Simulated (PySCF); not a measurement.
C4H9Cl3Sn (SMILES CCC[CH2][Sn]([Cl])([Cl])[Cl]), singlet, geometry from GFN2-xTB (such geometries of metal compounds can be far from the true shape) (core potentials on Sn). Base run: PBE0/def2-SV(P) run with PySCF.

The PySCF input:
```python
from pyscf import gto, scf, dft

mol = gto.M(
    atom='''
C    -4.391860   -0.362715   -0.122096
C    -2.979753   -0.397341   -0.689992
C    -2.185873   -1.580370   -0.145812
C    -0.801153   -1.687628   -0.713546
Sn    0.583888   -0.006596   -0.016441
Cl    0.704224    1.830881   -1.472699
Cl   -0.058770    0.868695    2.065512
Cl    2.801128   -0.717010    0.268109
H    -4.933809   -1.269259   -0.383940
H    -4.938858    0.489283   -0.516646
H    -4.363698   -0.279109    0.961719
H    -2.464284    0.531537   -0.427279
H    -3.021948   -0.458313   -1.779697
H    -2.149830   -1.526486    0.945238
H    -2.709678   -2.509717   -0.401691
H    -0.274357   -2.580087   -0.386092
H    -0.777998   -1.603365   -1.796580
''',
    basis='def2-sv(p)',
    ecp={'Sn': 'def2-sv(p)'},
    charge=0,
    spin=0,
    verbose=4,
)

mf = dft.RKS(mol)
mf.xc = 'pbe0'
mf.kernel()
mf.analyze()
```

The base run was repeated with changes; each row names its change, and settings that it needs were set with it.

```json
[
 {"change": "base", "ΔE vs base (mEh)": "0.000", "fitting functions": "-", "dipole (D)": "4.43", "outcome": "converged"},
 {"change": "auxbasis = def2-universal-jkfit", "ΔE vs base (mEh)": "-0.054", "fitting functions": "1064", "dipole (D)": "4.43", "outcome": "converged"},
 {"change": "auxbasis = default (with mf = mf.density_fit())", "ΔE vs base (mEh)": "-0.054", "fitting functions": "1064", "dipole (D)": "4.43", "outcome": "converged"},
 {"change": "auxbasis = def2-universal-jfit", "ΔE vs base (mEh)": "2326.5", "fitting functions": "506", "dipole (D)": "4.41", "outcome": "converged"},
 {"change": "auxbasis = def2-tzvp-ri", "ΔE vs base (mEh)": "-", "fitting functions": "-", "dipole (D)": "-", "outcome": "input refused"},
 {"change": "auxbasis = even-tempered beta=3.0", "ΔE vs base (mEh)": "[?]", "fitting functions": "[?]", "dipole (D)": "4.41", "outcome": "converged"},
 {"change": "auxbasis = def2-svp-ri", "ΔE vs base (mEh)": "-", "fitting functions": "-", "dipole (D)": "-", "outcome": "input refused"},
 {"change": "exchange = seminumerical (SGX) (with mf = sgx.sgx_fit(mf, auxbasis='def2-universal-jfit'); with mf.with_df.dfj = True)", "ΔE vs base (mEh)": "-", "fitting functions": "-", "dipole (D)": "-", "outcome": "cut at the time limit"},
 {"change": "auxbasis = autoaux", "ΔE vs base (mEh)": "[?]", "fitting functions": "[?]", "dipole (D)": "4.43", "outcome": "converged"},
 {"change": "auxbasis = even-tempered beta=2.0", "ΔE vs base (mEh)": "-0.322", "fitting functions": "1268", "dipole (D)": "4.43", "outcome": "converged"}
]
```

Problem. Fill in the missing entries.

Solution. 
- auxbasis = even-tempered beta=3.0, ΔE vs base (mEh): -50.952
- auxbasis = even-tempered beta=3.0, fitting functions: 838
- auxbasis = autoaux, ΔE vs base (mEh): -0.601
- auxbasis = autoaux, fitting functions: 1196

A fitting set is made for a task (jfit for Coulomb, jkfit for Coulomb and exchange, ri for correlation) and for a family of orbital bases.

- auxbasis = def2-tzvp-ri: ended with `pyscf.lib.exceptions.BasisNotFoundError: Basis set not found for Sn in def2-tzvp-ri`
- auxbasis = def2-svp-ri: ended with `pyscf.lib.exceptions.BasisNotFoundError: Basis set not found for Sn in def2-svp-ri`
